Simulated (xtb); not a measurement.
Si(H)(OH)2(SeH) (H₄O₂SeSi), SMILES O[SiH](O)[SeH]. All values are semi-empirical tight-binding results from xtb (GFN2-xTB unless named), good for trends rather than for accurate numbers. Coordinates come from a GFN2-xTB optimisation. This is a generated structure with no PubChem entry under its InChIKey; it may be hypothetical. Other conformers were not sampled.

Optimised geometry:

Bonds (Å): Si1–O2 1.604, Si1–O3 1.620, Si1–Se4 2.303, Si1–H5 1.446, O2–H6 0.954, O3–H7 0.952, Se4–H8 1.437. Bond angles (°): O2–Si1–O3 108.6, O2–Si1–Se4 108.8, O2–Si1–H5 104.8, O3–Si1–Se4 109.1, O3–Si1–H5 114.5, Se4–Si1–H5 110.8, Si1–O2–H6 121.9, Si1–O3–H7 123.0, Si1–Se4–H8 96.3.

Computed properties:
| Property | Result |
|---|---|
| orbital gap | 4.64 eV |
| zero-point energy | 26.7 kcal/mol |
| G − E(el) at 298.15 K (modified RRHO) | 6.6 kcal/mol |
| static polarisability (D4 model) | 68.9 bohr³ |
| solvation energy, GFN2-xTB/ALPB(water) | -10.6 kcal/mol |
| solvation energy, GFN2-xTB/ALPB(benzene) | -4.1 kcal/mol |

Give the atomic charges and the Wiberg bond orders between heavy atoms. (Estimate from the structure and the level; the computed values follow.)

charges (e) Si1 0.60, O2 -0.46, O3 -0.46, Se4 -0.42, H5 -0.04, H6 0.32, H7 0.31, H8 0.14. Bond orders Si1–O2 1.22, Si1–O3 1.21, Si1–Se4 0.85.
